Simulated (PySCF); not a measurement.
C₂H₄ClNSi. Atoms are numbered in the order given.

```xyz
9

Cl     1.9572    -0.2195    -0.2133
Si     0.0663     0.1456     0.5470
C     -1.1922     1.1430    -0.4230
N     -2.0585     0.1946    -0.4824
C     -1.3833    -0.9941     0.0890
H      0.2476     0.5101     1.9827
H     -1.4103     2.1465    -0.8127
H     -1.9842    -1.4773     0.8756
H     -1.1909    -1.7412    -0.6969
```

Geometry optimised at PBE0-D3(BJ)/def2-SVP. The structure was generated by enumeration; whether it is a known compound was not checked.

Method: PBE0/pcSseg-1 in PySCF.

GIAO shieldings, no solvent; atoms listed in one row are averaged. δ = σ(ref) − σ: ³⁵Cl against HCl (σ = 945.9 ppm); ²⁹Si against TMS (σ = 352.7 ppm); ¹³C against TMS (σ = 186.3 ppm); ¹⁵N against NH3 (σ = 267.4 ppm); ¹H against TMS (σ = 31.56 ppm), references at their B3LYP-D3(BJ)/def2-TZVP geometries, non-relativistic (without spin–orbit terms, shifts of atoms bonded to Cl or Br come out too high).

| nucleus | atoms | count | δ (ppm) |
|---|---|---|---|
| ³⁵Cl | Cl1 | 1 | 61.0 |
| ²⁹Si | Si2 | 1 | 8.0 |
| ¹³C | C3 | 1 | 200.2 |
| ¹³C | C5 | 1 | 62.0 |
| ¹⁵N | N4 | 1 | 521.4 |
| ¹H | H7 | 1 | 9.03 |
| ¹H | H6 | 1 | 6.34 |
| ¹H | H9 | 1 | 4.41 |
| ¹H | H8 | 1 | 4.29 |
